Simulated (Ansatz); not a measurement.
Geometry optimisation, RKS r2SCAN-D4/6-31G* (Ansatz).

Input file:

```yaml
crystal:
  periodic: [false, false, false]
  atoms:
    - { symbol: Si, position_ang: [0.0, 0.0, 0.0] }
    - { symbol: H, position_ang: [0.0, 0.0, 1.81] }
    - { symbol: H, position_ang: [1.3768, 0.0, -0.4862] }
    - { symbol: "N", position_ang: [-0.8572, 1.4851, -0.6061] }
    - { symbol: H, position_ang: [-1.8773, 1.43, -0.8888] }
    - { symbol: H, position_ang: [-0.3367, 2.4058, -0.6766] }
    - { symbol: "N", position_ang: [-0.8572, -1.4851, -0.6061] }
    - { symbol: H, position_ang: [-1.3922, -2.1014, 0.0704] }
    - { symbol: H, position_ang: [-0.8219, -1.7344, -1.6357] }
    - { symbol: P, position_ang: [0.9228, -2.165, 0.782] }
    - { symbol: H, position_ang: [0.0303, -3.2136, 0.4353] }
    - { symbol: H, position_ang: [2.1821, -2.3934, 0.1669] }
    - { symbol: H, position_ang: [0.3721, -0.8731, 1.8858] }
basis:
  gaussian: { orbitals: "6-31G*" }
hamiltonian:
  xc: r2scan
  dispersion: d4
relax:
  f_tol: 0.15
  max_steps: 25
  restrain:
    - { distance: [0, 9], at: 3.38, k: 30.0 }
    - { distance: [12, 1], at: 1.86, k: 30.0 }
    - { distance: [0, 1], at: 1.46, k: 30.0 }
    - { distance: [12, 9], at: 1.42, k: 30.0 }
```

Command:

```bash
$ ansatz run input.yaml --threads 2 --pin off --max-ram 3072MiB --backend cpu --events-out ev --progress --plain --runs-dir out
```

**Question.** Where does it end, and by what steps?

**Answer.** The forces met the threshold. The restraints hold the end off the free minimum. After 9 steps the energy has fallen by 5.742 eV (the restraints' own energy left out); P10 moved furthest, 0.91 Å. Parted: Si1–P10 (2.48 → 3.41 Å).

```
step  energy less start (eV)  largest force component (eV/Å)  accepted
   0                  0.0000                           2.463       yes
   1                 -1.1206                           3.211       yes
   2                 -2.5808                           4.231       yes
   3                 -3.8280                           4.410       yes
   4                 -5.0231                           1.920       yes
   5                 -5.4952                           0.777       yes
   6                 -5.6700                           0.755       yes
   7                 -5.7207                           0.909       yes
   8                 -5.7226                           0.933       yes
   9                 -5.7419                           0.733       yes
```

```xyz
13
Properties=species:S:1:pos:R:3
Si -0.225 0.027 0.007
H -0.453 -0.036 1.461
H 1.247 0.059 -0.224
N -0.764 1.446 -0.814
H -1.715 1.769 -0.684
H -0.129 2.211 -1.000
N -1.183 -1.251 -0.633
H -1.390 -2.094 -0.112
H -1.205 -1.416 -1.631
P 1.504 -2.590 1.341
H 0.456 -3.288 0.677
H 1.943 -1.967 0.145
H 0.656 -1.515 1.717
```

The run took 54 s on 2 threads of Intel(R) Xeon(R) Platinum 8259CL CPU @ 2.50GHz (Skylake/Cascade Lake) (shared host), peak memory 0.18 GiB.
